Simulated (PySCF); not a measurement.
**Dipole moment and polarisability of (F)2Hf(OSiH2)2O**

Compound: (F)2Hf(OSiH2)2O (singlet state).
Cartesian coordinates in Å at the PBE0-D3(BJ)/def2-SVP level; atoms count from 1:
```
atom  x, y, z in Å
Hf1   -1.545   -0.974    0.703
F2    -3.167   -1.280   -0.278
F3    -1.566   -1.709    2.477
O4    -1.087    0.915    0.740
Si5    0.208    1.817    0.194
O6     1.253    0.769   -0.562
Si7    1.376   -0.853   -0.900
O8     0.008   -1.591   -0.290
H9     0.897    2.444    1.351
H10   -0.268    2.824   -0.787
H11    1.428   -1.043   -2.372
H12    2.578   -1.404   -0.224
```

Level: PBE0/def2-SVPD (PySCF), static field, nuclei fixed, core orbitals frozen in the response. The polarisability tensor in these axes (au):

```
x   91.36  3.90 -6.65
y    3.90 90.43 -0.16
z   -6.65 -0.16 81.97
```

Diagonalise the tensor; give its mean and Δα, where Δα² is half the sum of the squared differences of the eigenvalues.

Principal values 78.29, 88.66 and 96.81 au; mean 87.92 au = 13.03 Å³ = 14.50 × 10⁻⁴⁰ C²·m²/J; Δα = 16.08 au (18 % of the mean).

What is the dipole moment, and where does it point?

(1.14, 0.72, -0.53) D, 1.44 D in size, pointing from the negative to the positive side. Measured along this direction, the outermost atoms are F2 and F3 at the negative end and O6, H10 and H11 at the positive end.

How large is μ²/3kT at 400 K beside α?

In Gaussian units μ²/3kT = 12.59 Å³ against 13.03 Å³, a ratio of 0.97; the Debye molar polarisation (4π/3)N_A(α + μ²/3kT) is 64.6 cm³/mol, leaving out the vibrational part.

What depolarisation ratio follows for Rayleigh scattering of linearly polarised light, taking the static tensor?

ρ = 3Δα²/(45ᾱ² + 4Δα²) = 776.0/(347850 + 1034.7) = 0.00222.

Refractivity n − 1 of an ideal gas of it at 273.15 K and 1 atm, from the electronic α?

N = p/kT = 2.6868 × 10¹⁹ cm⁻³, so n − 1 = 2π × N × 13.03 × 10⁻²⁴ cm³ = 2199 × 10⁻⁶ at long wavelengths.

Molar refractivity from α?

Lorentz–Lorenz: R = (4π/3)N_A α = 2.5225 cm³/(mol·Å³) × 13.03 Å³ = 32.9 cm³/mol, in the limit of long wavelengths.

Isolated species at its PBE0-D3(BJ)/def2-SVP geometry, gas phase. Atoms past krypton carry effective core potentials; spin–orbit coupling is left out.
